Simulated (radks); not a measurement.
Effect of the nuclear size on the rhenium ion Re2+, [Xe] 4f14 5d5. Calculated with a radial shooting solver on a logarithmic mesh with Libxc functionals: Dirac Kohn-Sham, exchange-only LDA, spin-unpolarised, spherical densities, finite nucleus; open shells are shared between the two j in proportion to 2j + 1; Fermi nuclear charge, rms radius 5.3698 fm. The rms radius is varied about that value; shifts are against it.

| rms radius (fm) | total energy shift (eV) | density at nucleus (e/bohr^3) | 1s1/2 shift (meV) | 2s1/2 shift (meV) | 5s1/2 shift (meV) | 5d5/2 shift (meV) | 6s1/2 (empty) shift (meV) |
|---|---|---|---|---|---|---|---|
| 4.763 | -13.8 | 1.608e+06 | -5600 | -796 | -8.00 | 0.079 | -1.07 |
| 5.0959 | -6.37 | 1.569e+06 | -2580 | -367 | -3.69 | 0.036 | -0.491 |
| 5.3698 | 0 | 1.54e+06 | 0.000 | 0.000 | 0.000 | 0.000 | 0.000 |
| 5.8638 | 12.0 | 1.493e+06 | 4870 | 692 | 6.96 | -0.069 | 0.928 |
| 6.0303 | 16.2 | 1.478e+06 | 6570 | 935 | 9.40 | -0.093 | 1.25 |

Slopes of the eigenvalues against <r^2> in GHz/fm^2, as finite differences over the two radii next to the reference (eigenvalue slopes, not the field-shift constants of lines): 1s1/2 214000, 2s1/2 30400, 5s1/2 306, 5d5/2 -3.02, 6s1/2 (empty) 40.8.
